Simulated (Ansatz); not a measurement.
System: GeH3, charge 0, doublet. GeH3 (SMILES [GeH3], doublet).
B3LYP-D3(BJ)/def2-TZVP minimum from Ansatz (an electronic-structure program):
```xyz
4

Ge    -0.0167    -0.0237    -0.0294
H      0.5517    -0.9452     1.0702
H     -1.1244     0.8871     0.5402
H      1.1063     0.8180    -0.6708
```
Charge 0, spin multiplicity 2.

Hartree-Fock and CCSD correlation energies in hartree (Ansatz). Open shells are spin-unrestricted; no spin-orbit coupling. Correlated methods leave the cores frozen (noble-gas shells, and filled d and f shells in the p block). No relativity.

```json
[
 {"basis": "cc-pVTZ", "X": "3", "E(HF)": "-2077.10825", "E(corr, CCSD)": "-0.13714"},
 {"basis": "cc-pVQZ", "X": "4", "E(HF)": "-2077.11207", "E(corr, CCSD)": "-0.14298"},
 {"basis": "cc-pV5Z", "X": "5", "E(HF)": "-2077.11252", "E(corr, CCSD)": "withheld"}
]
```

Problem. Fit E(corr) = E∞ + A/X³ to X = 3 and 4, predict X = 5, and compare with the run.

Solution. A = (-0.13714 - (-0.14298))/(1/27 - 1/64) = 0.2727; E∞ = -0.14298 - A/64 = -0.14724; at X = 5, E∞ + A/125 = -0.14506. The run gave -0.14476, 0.30 mEh above the prediction. The same form on X = 4 and 5 gives E∞ = -0.14663, 0.61 mEh above the first estimate.
